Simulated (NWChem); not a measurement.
A series in which one site is exchanged, each optimised at PBE0/def2-SVP with NWChem, gas phase unless a solvent is named. All stand in one matching conformer (torsions within 35°), which need not be the lowest. Pople sets run with spherical d functions. Shieldings are non-relativistic GIAO values without spin-orbit effects.

A: NB(O)O (BNH₄O₂; site = B)
B: [Sc]([OH])([NH2])[OH] (ScNH$_{4}$O$_{2}$; site = Sc)
C: [NH2][Al]([OH])[OH] (AlNH4O2; site = Al)
D: [Ga]([OH])([NH2])[OH] (GaNH₄O₂; site = Ga)

Values for A:

```
Quantity                                                  Value
--------------------------------------------------------  -----
dipole (D), PBE0/def2-SVP                                  1.24
highest harmonic frequency (cm⁻¹), PBE0/def2-SVP           3963
lowest singlet excitation, CAM-B3LYP/def2-SVPD, TDA (eV)   6.43
15N shift against ammonia, B3LYP/6-31G* (ppm)              31.9
```

Q: How do these values change for the other members?

A: 
| change from A | B | C | D |
|---|---|---|---|
| dipole (D), PBE0/def2-SVP | -0.25 | +0.52 | +0.98 |
| highest harmonic frequency (cm⁻¹), PBE0/def2-SVP | +50 | +45 | -36 |
| lowest singlet excitation, CAM-B3LYP/def2-SVPD, TDA (eV) | -2.18 | -0.64 | -0.74 |
| 15N shift against ammonia, B3LYP/6-31G* (ppm) | +94.7 | -36.4 | -21.2 |
